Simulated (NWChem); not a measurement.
# Lowest excitation of thiourea (CH₄N₂S)

```
C
N 1 1.3652
H 2 1.0123 1 115.81
H 2 1.0148 3 116.97 1 -151.78
N 1 1.3652 2 115.01 3 -171.55
H 5 1.0123 1 115.81 2 -171.55
H 5 1.0148 6 116.97 1 -151.78
S 1 1.6688 2 122.49 3 8.45
```
Charge 0, spin multiplicity 1.

Program: NWChem. Structure: optimised with B3LYP/def2-SVP, a minimum by its harmonic frequencies. It is one conformer; others weren't searched.

Basis set: 6-31+G*.

The correlated methods keep 8 core orbitals frozen. B3LYP has NWChem's definition, with VWN1-RPA local correlation. The Pople sets run with spherical d functions. Coupled-cluster values serve here as a point of comparison, not as the truth.

For the lowest vertical singlet excitation energy, TD-LDA (SVWN5) gives 3.80 eV and TD-PBE gives 3.83 eV. What do EOM-CCSD, TD-B3LYP, CIS give?

EOM-CCSD: 4.23 eV; TD-B3LYP: 4.01 eV; CIS: 5.23 eV.
